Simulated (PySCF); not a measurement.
C₂H₆FNOSi, SMILES N[Si]1(F)COC1.

The structure is a stationary point at PBE-D3(BJ)/def2-SVP. The structure was generated by enumeration, and PubChem lists no compound with its InChIKey, so it may never have been made. One conformer was computed; it need not be the lowest.

These are PBE-D3(BJ)/def2-SVP (PySCF) values and carry that method's errors.

Frequencies are harmonic and unscaled.

| mode | ν (cm⁻¹) | IR (km/mol) | moving atoms (share of kinetic energy) |
|---|---|---|---|
| 1 | 74 | 13.7 | H 71 %, C 16 %, F 10 % |
| 2 | 89 | 7.5 | O 49 %, H 14 %, N 14 %, F 10 % |
| 3 | 229 | 0.6 | H 41 %, C 21 %, N 17 %, Si 12 % |
| 4 | 237 | 1.7 | H 56 %, C 18 %, F 13 %, N 10 % |
| 5 | 252 | 25.8 | F 43 %, H 22 %, N 14 %, C 10 % |
| 6 | 273 | 15.9 | Si 31 %, H 22 %, C 20 %, F 14 %, N 12 % |
| 7 | 408 | 141.7 | H 65 %, N 22 % |
| 8 | 465 | 33.4 | Si 21 %, F 21 %, N 18 %, C 18 %, O 15 % |
| 9 | 665 | 9.6 | H 47 %, C 34 %, Si 15 % |
| 10 | 699 | 28.5 | C 37 %, H 31 %, N 16 %, O 13 % |
| 11 | 700 | 6.5 | H 66 %, C 27 % |
| 12 | 772 | 40.3 | H 46 %, C 25 %, F 15 % |
| 13 | 818 | 35.5 | H 64 %, Si 16 %, N 12 % |
| 14 | 829 | 33.3 | Si 24 %, F 18 %, O 17 %, C 16 %, H 15 %, N 10 % |
| 15 | 909 | 143.7 | Si 47 %, N 21 %, H 15 %, F 12 % |
| 16 | 918 | 86.0 | C 45 %, Si 20 %, O 18 %, H 9 % |
| 17 | 996 | 125.5 | C 51 %, O 44 % |
| 18 | 1129 | 1.0 | H 92 %, C 8 % |
| 19 | 1136 | 6.9 | H 85 %, O 9 % |
| 20 | 1182 | 0.1 | H 70 %, C 20 %, O 9 % |
| 21 | 1211 | 6.4 | H 68 %, C 29 % |
| 22 | 1392 | 0.0 | H 93 % |
| 23 | 1417 | 2.6 | H 92 % |
| 24 | 1488 | 42.3 | H 90 %, N 10 % |
| 25 | 2930 | 60.6 | H 94 % |
| 26 | 2939 | 34.3 | H 94 % |
| 27 | 3019 | 23.8 | H 91 %, C 9 % |
| 28 | 3020 | 16.6 | H 91 %, C 9 % |
| 29 | 3476 | 19.8 | H 96 % |
| 30 | 3569 | 28.1 | H 91 %, N 9 % |
